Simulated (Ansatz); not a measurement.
Species: CH6GeO4, SMILES `C[O][Ge]([OH])([OH])[OH]` (charge 0, multiplicity 1), formula CH6GeO4.

**Question.** How many basis functions does frozen-core CCSD(T)/cc-pVDZ // PBE0-D3(BJ)/def2-SVP (Ansatz, a quantum-chemistry and plane-wave program) use, how many core orbitals are frozen, and how many electrons are correlated?

**Answer.** 127 basis functions and 14 frozen orbitals, which leaves 48 correlated electrons (filled d shells below the valence shell are correlated). Core time is of the order of seconds.
